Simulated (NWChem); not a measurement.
System: LiH₈O₄ cation; SMILES [OH2]->[Li+](<-[OH2])(<-[OH2])<-[OH2]

```xyz
13

Li    -0.0410     0.0009    -0.0597
O      1.7476    -0.0874     0.6664
H      2.6154    -0.1583     0.2528
H      1.9143    -0.0730     1.6166
O     -1.2220     0.0778     1.4633
H     -1.6188     0.8724     1.8386
H     -1.7178    -0.6602     1.8368
O     -0.1839     1.6470    -1.0588
H      0.5204     2.3035    -1.1136
H     -0.8609     1.9468    -1.6763
O     -0.3532    -1.6351    -1.0369
H     -1.0149    -1.8398    -1.7076
H      0.2410    -2.3945    -1.0244
```
Atoms are numbered in this order, from 1.

Coordinates come from a PBE0/def2-SVP optimisation.

**Question.** Give the principal values of the shielding tensors (ppm) of Li1, O2, O5, O8, O11 from PBE0/pcSseg-1, GIAO (NWChem), with their diamagnetic and paramagnetic parts as GIAO splits them.

**Answer.** 
| atom | σ11 | σ22 | σ33 | isotropic | diamagnetic | paramagnetic |
|---|---|---|---|---|---|---|
| Li1 | 90.4 | 91.3 | 92.3 | 91.3 | 98.1 | -6.7 |
| O2 | 297.3 | 325.7 | 367.1 | 330.0 | 385.0 | -55.0 |
| O5 | 296.4 | 324.8 | 362.9 | 328.0 | 385.1 | -57.1 |
| O8 | 298.0 | 324.9 | 364.3 | 329.1 | 384.9 | -55.8 |
| O11 | 298.0 | 324.9 | 364.2 | 329.0 | 384.9 | -55.9 |
